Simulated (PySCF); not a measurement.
BF3 (SMILES FB(F)F), singlet, geometry from GFN2-xTB, with bond 3-1 at 2.4 times its length; CASSCF(6,4)/cc-pVDZ (PySCF).

The PySCF input:
```python
from pyscf import gto, scf, mcscf, mp
import numpy

mol = gto.M(
    atom='''
B    -0.000000    0.000000   -0.000000
F    -0.006598    1.300362   -0.000881
F     2.710661   -1.546717    0.007804
F    -1.122844   -0.655897   -0.002371
''',
    basis='cc-pvdz',
    charge=0,
    spin=0,
    verbose=4,
)

mf = scf.RHF(mol)
mf.kernel()
mc = mcscf.CASSCF(mf, 4, 6)
mc.fix_spin_(ss=0.0)
noons, natorbs = mcscf.addons.make_natural_orbitals(mp.MP2(mf).run())
mc.kernel(natorbs)
occ = numpy.linalg.eigvalsh(mc.fcisolver.make_rdm1(mc.ci, mc.ncas, mc.nelecas))[::-1]
ss = mc.fcisolver.spin_square(mc.ci, mc.ncas, mc.nelecas)[0]
print('natural occupations', occ.round(4), ' <S^2>', round(ss, 4))
```

What the program printed (banner, timings and long lists left out):

```
PySCF version 2.14.0

[INPUT] verbose = 4
[INPUT] num. atoms = 4
[INPUT] num. electrons = 32
[INPUT] charge = 0
[INPUT] spin (= nelec alpha-beta = 2S) = 0
[INPUT] symmetry False subgroup None
[INPUT] Mole.unit = angstrom
[INPUT] Symbol           X                Y                Z      unit          X                Y                Z       unit  Magmom
[...]
nuclear repulsion = 85.0675796474046
number of shells = 20
number of NR pGTOs = 104
number of NR cGTOs = 56
basis = cc-pvdz
ecp = {}

******** <class 'pyscf.scf.hf.RHF'> ********
method = RHF
initial guess = minao
damping factor = 0
level_shift factor = 0
DIIS = <class 'pyscf.scf.diis.CDIIS'>
diis_start_cycle = 1
diis_space = 8
diis_damp = 0
SCF conv_tol = 1e-09
SCF conv_tol_grad = None
SCF max_cycles = 50
direct_scf = True
direct_scf_tol = 1e-13
Set gradient conv threshold to 3.16228e-05
Initial guess from minao.
init E= -322.869580069442
[...]
cycle= 1 E= -322.632339131349  delta_E= 0.237  |g|= 0.966  |ddm|= 1.69
[...]
cycle= 2 E= -322.063849729068  delta_E= 0.568  |g|= 1.75  |ddm|= 2.16
[...]
cycle= 3 E= -322.825025666518  delta_E= -0.761  |g|= 0.351  |ddm|= 1.77
[...]
cycle= 4 E= -322.854056947688  delta_E= -0.029  |g|= 0.0922  |ddm|= 0.287
[...]
cycle= 5 E= -322.857347307283  delta_E= -0.00329  |g|= 0.0391  |ddm|= 0.133
[...]
cycle= 6 E= -322.857602020294  delta_E= -0.000255  |g|= 0.0313  |ddm|= 0.038
[...]
cycle= 7 E= -322.857757515051  delta_E= -0.000155  |g|= 0.0119  |ddm|= 0.0165
[...]
cycle= 8 E= -322.857784221805  delta_E= -2.67e-05  |g|= 0.001  |ddm|= 0.00969
[...]
cycle= 9 E= -322.857784494978  delta_E= -2.73e-07  |g|= 0.000141  |ddm|= 0.00102
[...]
cycle= 10 E= -322.857784506947  delta_E= -1.2e-08  |g|= 3.68e-05  |ddm|= 0.000253
[...]
cycle= 11 E= -322.857784507564  delta_E= -6.17e-10  |g|= 9.79e-06  |ddm|= 5.65e-05
[...]
Extra cycle  E= -322.857784507578  delta_E= -1.45e-11  |g|= 6.87e-06  |ddm|= 9.67e-06
converged SCF energy = -322.857784507578

******** <class 'pyscf.mp.mp2.RMP2'> ********
nocc = 16, nmo = 56
E(RMP2) = -323.558174955316  E_corr = -0.700390447738036
E(SCS-RMP2) = -323.537445567631  E_corr = -0.679661060052571
E_corr(same-spin) = -0.185547089115082
E_corr(oppo-spin) = -0.514843358622953

******** <class 'pyscf.mcscf.mc1step.CASSCF'> ********
CAS (3e+3e, 4o), ncore = 13, nvir = 39
max_cycle_macro = 50
max_cycle_micro = 4
conv_tol = 1e-07
conv_tol_grad = None
orbital rotation max_stepsize = 0.02
orbital rotation threshold for CI restart = 0.01
[...]
CASCI E = -322.946306925731  S^2 = 0.0000000
[...]
macro iter  40 (  7 JK    2 micro), CASSCF E = -322.994960356180  dE = -2.85446396e-06  S^2 = 0.0000000
               |grad[o]|=0.000738  |grad[c]|=0.000688  |ddm|=0.00039  |maxRot[o]|=0.0699
macro iter  41 (  6 JK    2 micro), CASSCF E = -322.994962444589  dE = -2.08840930e-06  S^2 = 0.0000000
               |grad[o]|=0.000666  |grad[c]|=0.000898  |ddm|=7.13e-05  |maxRot[o]|= 0.05
macro iter  42 (  6 JK    2 micro), CASSCF E = -322.994964576784  dE = -2.13219471e-06  S^2 = 0.0000000
               |grad[o]|=0.000605  |grad[c]|=0.00109  |ddm|=7.29e-05  |maxRot[o]|= 0.05
macro iter  43 (  7 JK    2 micro), CASSCF E = -322.994967376682  dE = -2.79989774e-06  S^2 = 0.0000000
               |grad[o]|=0.000558  |grad[c]|=0.0023  |ddm|=0.000146  |maxRot[o]|=0.0699
macro iter  44 (  7 JK    2 micro), CASSCF E = -322.994970239500  dE = -2.86281863e-06  S^2 = 0.0000000
               |grad[o]|=0.000467  |grad[c]|=0.00269  |ddm|=6.42e-05  |maxRot[o]|=0.0699
macro iter  45 (  6 JK    2 micro), CASSCF E = -322.994972429061  dE = -2.18956103e-06  S^2 = 0.0000000
               |grad[o]|=0.000348  |grad[c]|=0.00154  |ddm|=4.27e-05  |maxRot[o]|= 0.05
macro iter  46 (  6 JK    2 micro), CASSCF E = -322.994974802866  dE = -2.37380522e-06  S^2 = 0.0000000
               |grad[o]|=0.000319  |grad[c]|=0.00174  |ddm|=5.39e-05  |maxRot[o]|=0.0498
macro iter  47 (  7 JK    2 micro), CASSCF E = -322.994977703924  dE = -2.90105737e-06  S^2 = 0.0000000
               |grad[o]|=0.000276  |grad[c]|=0.00311  |ddm|=6.57e-05  |maxRot[o]|=0.0629
macro iter  48 (  7 JK    2 micro), CASSCF E = -322.994979947578  dE = -2.24365459e-06  S^2 = 0.0000000
               |grad[o]|=0.000226  |grad[c]|=0.00176  |ddm|=0.00012  |maxRot[o]|=0.0681
macro iter  49 (  6 JK    2 micro), CASSCF E = -322.994981425687  dE = -1.47810897e-06  S^2 = 0.0000000
               |grad[o]|=0.000195  |grad[c]|=0.00132  |ddm|=5.02e-05  |maxRot[o]|= 0.05
macro iter  50 (  4 JK    1 micro), CASSCF E = -322.994982478327  dE = -1.05263996e-06  S^2 = 0.0000000
               |grad[o]|=0.000148  |grad[c]|=0.00253  |ddm|=3.59e-05  |maxRot[o]|= 0.04
1-step CASSCF not converged,  50 macro (681 JK 148 micro) steps
CASSCF canonicalization
Density matrix diagonal elements [1.9981862  1.99995595 1.25154656 0.75031129]
CASSCF energy = -322.994982478327
CASCI E = -322.994982478327  E(CI) = -67.8979565490163  S^2 = 0.0000000
natural occupations [2.     1.9999 1.2887 0.7114]  <S^2> 0.0
```

The run did not converge; its last values are not results.
